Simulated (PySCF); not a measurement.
Computed data sheet: `CC(=O)OC(C)C`

Species: C5H10O2.
Atom-mapped SMILES: `[CH3:1][C:2](=[O:3])[O:4][CH:5]([CH3:6])[CH3:7]` (hydrogens: H8, H9, H10 on C1; H11 on C5; H12, H13, H14 on C6; H15, H16, H17 on C7)

Among its groups: ester.

From GFN2-xTB geometry:

| Quantity | Value |
| --- | --- |
| Point group of the GFN2-xTB geometry | C1 |
| Rotational constants A, B, C of the GFN2-xTB geometry | 4.790, 1.694, 1.472 GHz |

**PBE0/pcSseg-1 ground state and GIAO shieldings, non-relativistic (PySCF)**

| Quantity | Value |
| --- | --- |
| Dipole moment | 1.99 D |
| HOMO energy | -7.84 eV |
| LUMO energy | 0.51 eV |
| HOMO–LUMO gap | 8.35 eV |
| Lowest Hirshfeld atomic charge | -0.26 e on O3 |
| Highest Hirshfeld atomic charge | +0.22 e on C2 |
| 13C chemical shifts (computed TMS as zero) by class | 175.8 (C2), 69.8 (C5), 24.0 (C1), 23.5 (C6/C7) ppm |
| 1H chemical shifts (computed TMS as zero) by class | 5.05 (H11), 2.07 (H8/H9/H10), 1.26 (H12/H13/H14/H15/H16/H17) ppm |
| Isotropic shieldings of nuclei other than C and H, by class | -112 (O3), 98 (O4) ppm |
| Mayer bond orders between heavy atoms | C1–C2 1.00, C2–O3 1.94, C2–O4 1.10, O4–C5 0.80, C5–C6 1.05, C5–C7 1.05 |

Monoisotopic mass (most abundant isotopes): 102.0681 u.

With B = h/(8π²I), that is 505.379 GHz u Å² over I, the principal moments of inertia are 105.5, 298.4 and 343.4 u Å² (most abundant isotopes). In atomic units the dipole is 0.78 e·bohr (1 au = 2.5417 D). The rotational constants make it an asymmetric top with κ = (2B − A − C)/(A − C) = -0.87, nearer the prolate limit (−1).

Geometry: GFN2-xTB, one conformer, isolated molecule. NMR classes are plain means over equivalent atoms (diastereotopic ones count apart unless rotation or inversion swaps them), as if these changed places fast; in this geometry the members of some classes differ.

The values belong to the conformer `[CH3:1][C:2](=[O:3])[O:4][CH:5]([CH3:6])[CH3:7]`: C1–C2–O4–C5 179°, C2–O4–C5–C6 155°.
